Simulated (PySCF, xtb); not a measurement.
GeH2ClBr, SMILES [Cl][GeH2][Br].

GFN2-xTB (xtb) at its own geometry gives an orbital gap of 6.42 eV and a dipole moment of 4.78 D.

Geometry: r2SCAN-D4/def2-SVP.

**Question.** What does PySCF with PBE/def2-TZVPD give? (Estimate from the structure and the level; the computed values follow.)

**Answer.** gap 5.19 eV (levels -7.35 and -2.16 eV), dipole 1.77 D.
